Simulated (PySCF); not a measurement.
Molecular orbitals of GeBr⁻

MN15 at R = 2.536 Å; basis Ge def2-TZVPPD, Br def2-TZVPPD; no relativity; PySCF 2.14. State: ³Σ⁻ (triplet), unpaired electrons π ↑↑. Only the outer orbitals are listed, counted within each symmetry.

```
spin  orbital  occ.  ε (eV)  on Ge (%)            main shells (%)
   α      13σ     1  -15.80          4                    95 Br s
   α      14σ     1   -8.24         84           84 Ge s, 14 Br p
   α       7π     1   -3.85          7                    93 Br p
   α       7π     1   -3.85          7                    93 Br p
   α      15σ     1   -3.70         35  64 Br p, 19 Ge p, 15 Ge s
   α       8π     1   -0.08         87            85 Ge p, 8 Br p
   α       8π     1   -0.08         87            85 Ge p, 8 Br p
   α      16σ     0    4.19         57  41 Ge p, 26 Br p, 16 Br s
   α      17σ     0    4.97        100          109 Ge s, 58 Br p
   α       9π     0    5.59         -4                   106 Br p
   β      13σ     1  -15.71          2                    98 Br s
   β      14σ     1   -6.94         64           64 Ge s, 33 Br p
   β       7π     1   -3.65          3                    97 Br p
   β       7π     1   -3.65          3                    97 Br p
   β      15σ     1   -3.26         46  52 Br p, 27 Ge s, 18 Ge p
   β       8π     0    3.95         74  69 Ge p, 16 Br p, 11 Br d
   β       8π     0    3.95         74  69 Ge p, 16 Br p, 11 Br d
   β      16σ     0    4.42         46  37 Br p, 33 Ge p, 18 Br s
```

**Question.** Which are the highest filled and the lowest empty level, where do they sit, and how wide is the gap?

**Answer.** Highest filled α 8π at -0.08 eV (in %: 85 Ge p, 8 Br p); lowest empty β 8π at 3.95 eV (in %: 69 Ge p, 16 Br p, 11 Br d); the gap at MN15 is 4.03 eV. Both belong to one degenerate shell, split only by its one-sided filling, so this is no excitation gap. An empty level above zero is unbound, and its energy depends on the basis.

```
bond order (Mayer)                                                                                                 : 1.09
⟨S²⟩                                                                                                               : 2.006
charge on Ge (Mulliken, basis-dependent)                                                                           : -0.29
charge on Ge (Löwdin, basis-dependent)                                                                             : -0.35
dipole moment (positive dipole points towards Br; it is taken about the centre of mass and depends on that origin) : 0.66 D
```

Shares are Mulliken populations and can fall outside 0 to 100 %.

Spin–orbit coupling is left out. The state is the lowest determinant that a PBE0 search found; another state may lie lower at other levels.
